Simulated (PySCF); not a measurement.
Cd(Cl)(SH) (CdClHS), SMILES [SH][Cd][Cl].

Geometry optimised at PBE0-D3(BJ)/def2-TZVP. The def2 effective core potentials stand for the cores of Cd; spin–orbit coupling is left out. Other conformers were not sampled.

These are PBE0-D3(BJ)/def2-TZVP (PySCF 2.14.0) values and carry that method's errors.

Frequencies are harmonic and unscaled.

```tsv
mode	ν (cm⁻¹)	IR (km/mol)	Raman (Å⁴/amu)	depolarisation	moving atoms (share of kinetic energy)
1	85	9.5	0.1	0.61	Cd 37 %, Cl 31 %, S 29 %
2	88	8.7	0.2	0.75	Cd 38 %, S 31 %, Cl 31 %
3	319	1.5	27.8	0.24	S 53 %, Cl 46 %
4	407	56.1	0.0	–	Cd 38 %, Cl 35 %, S 26 %
5	665	2.4	0.2	0.32	H 95 %
6	2705	1.6	124.9	0.26	H 97 %
```
